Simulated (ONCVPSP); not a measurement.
What one change does to a pseudopotential (Ba (Z = 56), ONCV)

* Element: barium
* Generator: ONCVPSP 4.0.1
* Type: optimised norm-conserving Vanderbilt (ONCV)
* Functional: PBEsol
* Relativity: scalar-relativistic
* Frozen core: [Xe]
* Valence charge: 2
* Reference configuration: 6s2
* Partial waves: 6s: rc 4.00 bohr, ncon 4, nbas 8, qcut 1.4 1/bohr, 1 projector; p scattering state at 0.27 Ha: rc 3.40 bohr, ncon 4, nbas 8, qcut 2.1 1/bohr, 2 projectors, debl 3.6 Ha; d scattering state at 0.17 Ha: rc 3.60 bohr, ncon 4, nbas 8, qcut 2.5 1/bohr, 1 projector
* Local potential: polynomial inside 2.35 bohr (lpopt 5, dvloc0 6 Ha)
* Core correction: polynomial model core, fcfact 0.5

In the d channel the program set the typed energies aside and used -0.075 Ha.

Change: all radii but the core radius scaled by about 1.15 (s 4.62, p 3.92, d 4.16 bohr); local potential polynomial inside 2.72 bohr (lpopt 5, dvloc0 6 Ha). In the p channel the program set the typed energies aside and used 0.050, 3.650 Ha. In the d channel the program set the typed energies aside and used -0.075 Ha.

Cutoffs: the cutoffs (Ha) at which the residual kinetic energy of the hardest occupied pseudo-wave falls to 1 and 0.1 mHa per electron; they do not see the model core or the augmentation charge, which bear on the density cutoff. Errors are all-electron minus pseudo energies relative to the spin-unpolarised reference configuration.

Q: What does the change do?

A: The potential gets softer (1.1 Ha and 7.4 Ha → 1.0 Ha and 5.6 Ha); of the 4 tests that both files solve, the error grows in 3 and shrinks in 1 by more than 15 % and 0.3 meV (median size 13.7 → 9.0 meV); neither file shows a bound ghost. A larger radius leaves more room for a smooth pseudo-wave, so fewer plane waves are needed.

```tsv
quantity	base	changed
cutoff, loose	1.1 Ha	1.0 Ha
cutoff, tight	7.4 Ha	5.6 Ha
bound ghosts	none	none
GHOST(+) flags under 300 eV	p at 124.8 eV	p at 105.8 eV, s at 266.4 eV
error for 6s1, meV [ΔE 5.38 eV]	-6.3	-12
error for 6s1.5, meV [ΔE 2.15 eV]	-0.8	-1.7
error for 6s1 6p1, meV [ΔE 2.05 eV]	+65	-6.2
error for 6s0 6p1, meV [ΔE 7.98 eV]	+21	-82
rms error of d²Exc/dni dnj with the model core, mHa	0.09	0.56
```

Base: The cutoffs count occupied waves only; projector 2 of the p channel, the hardest unoccupied one, needs 15 Ha at the loose tolerance. Changed file: The cutoffs count occupied waves only; projector 2 of the p channel, the hardest unoccupied one, needs 17 Ha at the loose tolerance.
